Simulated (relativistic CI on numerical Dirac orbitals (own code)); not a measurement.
**Cu³⁺ in a cubic cluster: 2p photoemission with charge transfer**

Computed with a charge-transfer multiplet model of a cubic metal-ligand cluster with up to 2 ligand holes, Slater and spin-orbit integrals from Dirac-Coulomb-Breit ions, Slater integrals scaled by 0.8. The ground state mixes d8 with configurations of k ligand holes L, whose averages lie at kΔ + k(k − 1)U_dd/2; a core hole lowers each added d electron by U_cd. 300 K, Lorentzian 0.6 eV and Gaussian 0.8 eV FWHM.

Atomic integrals in eV (Slater integrals scaled, ζ unscaled), ground: F2dd 11.066, F4dd 6.905, zeta_d 0.110; with the core hole: F2dd 12.413, F4dd 7.786, zeta_d 0.150, zeta_core 13.370, F2cd 7.564, G1cd 5.867, G3cd 3.340.

Cluster parameters (eV): Δ = 2.5, U_dd = 8.2, 10Dq = 1.7, 10Dq(ligand) = 1.4, V(eg) = 1.6, V(t2g) = -0.84, final-state hopping factor = 1.

Weights, n_d and S are thermal averages at 300 K. Binding energies count from the first peak over 30 % of the highest in each spectrum, which can be another peak from case to case. The parameters are a model scan and need not match a compound or its usual spin state. Peaks in eV (height, largest 100): 0.0 (100), 5.2 (57), 8.5 (78), 9.7 (68), 12.8 (23), 14.5 (12), 20.4 (46), 25.0 (37), 30.1 (52).

**Question.** Which parameters give this spectrum?
A. U_cd = 8.3 eV
B. U_cd = 10.1 eV
C. U_cd = 10.7 eV
D. U_cd = 7.7 eV
E. U_cd = 9.5 eV

**Answer.** C. U_cd = 10.7 eV; the ground state then has 8.19 d electrons and S = 1.00. The choice follows from running the model for each set and comparing peak positions and heights.
